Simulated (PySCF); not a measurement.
Gas-phase reaction: SnO + 4 H → SnH2 + H2O

Method: PySCF energies (xtb for GFN2) plus ideal-gas RRHO corrections (1 bar). † marks an energy on the PBE0/def2-TZVP geometry and frequencies; other levels use their own. CCSD(T) freezes the core. Open shells (unrestricted): H (multiplicity 2); the rest are closed-shell singlets. GFN2 has no spin-polarisation term. Sn: scalar-relativistic def2 core potential, no spin-orbit coupling. SnH2: computed as isolated molecules; such fragments, hydroxides, amides, oligomers or adducts are transient or little studied in the gas. CCSD(T) isn't extrapolated to the basis-set limit; its ΔH°(298 K) is -855.7 kJ in def2-SVP and -887.6 kJ in def2-TZVPP. The harmonic model lacks anharmonicity and excited electronic states, which grow with temperature; levels with a mode under 35 cm⁻¹ are left out. Warning, large T1 diagnostic: SnO (CCSD(T)/def2-SVP†).

```
level              ΔE electronic, kJ  ΔH°(298 K), kJ  ΔS°(298 K), J/K  ΔG°(1600 K), kJ
-----------------  -----------------  --------------  ---------------  ---------------
CCSD(T)/def2-SVP†               -919            -856             -272             -367
GFN2-xTB                       -1134           -1077             -272             -591
M06-2X/def2-TZVP†               -959            -896             -272             -408
PBE/def2-TZVP†                  -897            -834             -272             -346
PBE0/def2-QZVP†                 -948            -885             -272             -396
PBE0/def2-TZVP                  -939            -876             -272             -388
LDA/def2-TZVP†                 -1006            -943             -272             -455
```
ΔH° is lowest at GFN2-xTB and highest at PBE/def2-TZVP†. No reference value is set beside these.
